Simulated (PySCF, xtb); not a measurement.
CH6GeOSi, SMILES [O](C)[Ge][SiH3] (connectivity only; charge and spin as stated), neutral, multiplicity 1. Other conformers were not sampled.

Harmonic wavenumbers (cm⁻¹) from GFN2-xTB in xtb at its own minimum, in rising order: 73, 93, 123, 163, 239, 289, 297, 378, 452, 777, 835, 837, 1057, 1124, 1132, 1409, 1476, 1481, 2132, 2134, 2178, 2933, 2949, 2960.

### Question
What does PBE-D3(BJ)/def2-SVP (PySCF) give at its own minimum? (Estimate from the structure and the level; the computed values follow.)

### Answer
88, 98, 137, 159, 259, 285, 323, 420, 562, 805, 892, 905, 1084, 1120, 1135, 1402, 1405, 1415, 2102, 2118, 2133, 2917, 3004, 3020. Paired by order, the mean absolute difference is 33 cm⁻¹ and the zero-point energies are 39.3 and 39.7 kcal/mol.
